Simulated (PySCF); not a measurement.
Pb(F)(SiH3) (FH₃PbSi), SMILES [F][Pb][SiH3] (connectivity only; charge and spin as stated), neutral, multiplicity 1. Atoms are numbered in the order given.

```xyz
6

Pb     0.2213    -0.4331     0.0000
F     -1.8549    -0.6615     0.0000
Si    -0.0686     2.3412     0.0000
H     -0.8566     2.7792     1.2132
H     -0.8566     2.7792    -1.2132
H      1.2212     3.1323     0.0000
```
Charge 0, spin multiplicity 1.

Coordinates come from a PBE-D3(BJ)/def2-SVP optimisation. The def2 effective core potentials stand for the cores of Pb; spin–orbit coupling is left out.

Calculation: r2SCAN/def2-TZVPD (PySCF).

Mulliken values depend strongly on the basis, most of all with diffuse functions as here. ESP charges are fitted to the potential on shells at 1.4 to 2.0 van der Waals radii. Atomic charges (e):

| atom | ESP fit | Mulliken |
|---|---|---|
| Pb1 | 0.45 | 0.78 |
| F2 | -0.39 | -0.58 |
| Si3 | 0.29 | -0.14 |
| H4 | -0.10 | -0.01 |
| H5 | -0.10 | -0.01 |
| H6 | -0.15 | -0.03 |
